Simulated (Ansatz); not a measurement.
Reaction (germylene formation by 1,1-elimination): `N[SiH2][GeH2][SH]` → `N[SiH3]` + `[SH][GeH]`

Isolated molecules relaxed with PBE0-D4/def2-TZVP in Ansatz; ΔE leaves out vibrations. CCSD(T)/CBS is the MP2 limit (def2-TZVPP, def2-QZVPP) plus CCSD(T) − MP2 in def2-TZVPP, frozen cores. This one scheme is used for every species. Functionals use def2-TZVPP. B3LYP here is the variant with VWN-RPA as its local correlation; programs differ in this. HSE06 is defined as in plane-wave codes. For Ge outer-core shells are correlated without core-valence functions, which leaves a few kJ/mol of doubt a bond. Scalar relativity is left out up to krypton. One conformer a species, not always the lowest.

(1) Is it downhill or uphill in electronic energy at CCSD(T)/CBS, and by how much? (An estimate is asked.)

(2) What do these levels give: B3LYP-D4, B2PLYP, revPBE, r2SCANh, HSE06, BHLYP? (Best estimate.)

Largest T1 diagnostic among the species: 0.015.

Answers

(1) Computed: Uphill: ΔE = +26.9 kcal/mol.

(2) Ansatz gave: B3LYP-D4 22.7, B2PLYP 23.3, revPBE 20.4, r2SCANh 28.8, HSE06 27.5, BHLYP 22.7 kcal/mol.

From BLYP to BHLYP (50 % exact exchange), in def2-TZVPP and without D4, ΔE moves by +7.9 kcal/mol. In def2-TZVPP, CCSD(T) changes the Hartree–Fock value by +7.3 kcal/mol (the triples alone add +0.6 kcal/mol) and MP2 by +9.9 kcal/mol.
